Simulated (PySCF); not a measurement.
Cartesian coordinates (Å):
```xyz
15

Ta    -0.0269     0.0453     0.1816
O      0.2149     1.2051    -1.3593
H      0.5735     1.3943    -2.2390
N     -1.1066    -1.3245    -0.8399
H     -1.1466    -2.3338    -0.6719
H     -1.7689    -1.0679    -1.5813
N     -0.1345    -1.3118     1.7026
H     -0.8604    -2.0306     1.8116
H      0.5505    -1.4282     2.4593
N     -1.0713     1.4904     1.1046
H     -1.4760     1.4331     2.0429
H     -1.2498     2.4074     0.6818
N      1.9593    -0.0306     0.5576
H      2.4674    -0.7786     1.0379
H      2.5893     0.7602     0.3801
```
Charge 0, multiplicity 1.

Problem. Estimate the HOMO–LUMO gap, dipole moment and HOMO that TPSSh-D3(BJ)/def2-TZVP // BP86-D3(BJ)/def2-SVP in PySCF returns for this input.

Solution. 
```
Item             Result
-------------  --------
HOMO–LUMO gap   4.73 eV
dipole moment    0.46 D
HOMO           -5.72 eV
```
